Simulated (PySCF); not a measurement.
C2H9NSi, SMILES C[SiH](C)N. Atoms are numbered in the order given.

```xyz
13

Si    -0.0614     0.1213     0.3446
C     -1.2016     1.0148    -0.8702
C      1.7206     0.3273    -0.2234
N     -0.3673    -1.5854     0.5295
H     -0.2652     0.7284     1.6958
H     -1.0894     0.6107    -1.8906
H     -2.2599     0.9058    -0.5808
H     -0.9736     2.0936    -0.9087
H      2.4190    -0.1425     0.4865
H      1.8732    -0.1410    -1.2108
H      1.9863     1.3927    -0.3188
H     -0.1590    -2.2115    -0.2437
H     -1.2141    -1.8895     1.0017
```

Geometry: B3LYP-D3(BJ)/def2-SVP. The values are those of a single conformer.

These are HF/def2-TZVP (PySCF) values and carry that method's errors.

The molecule is in vacuum.

**Question.** Estimate the frontier levels, gap, dipole moment and polarisability. (Estimate from the structure and the level; the computed values follow.)

**Answer.** 
The highest occupied level is -10.52 eV and the lowest empty level is 3.41 eV. The orbital gap is 13.93 eV and the dipole moment is 0.258 e·Å. The quadrupole, principal values (traceless, Buckingham form, about the centre of nuclear charge) comes out as -5.42, 0.87, 4.55 D·Å, the mean static polarisability comes out as 54.7 bohr³ (8.11 Å³) and the polarisability, principal values is 51.5, 55.7, 56.9 bohr³.
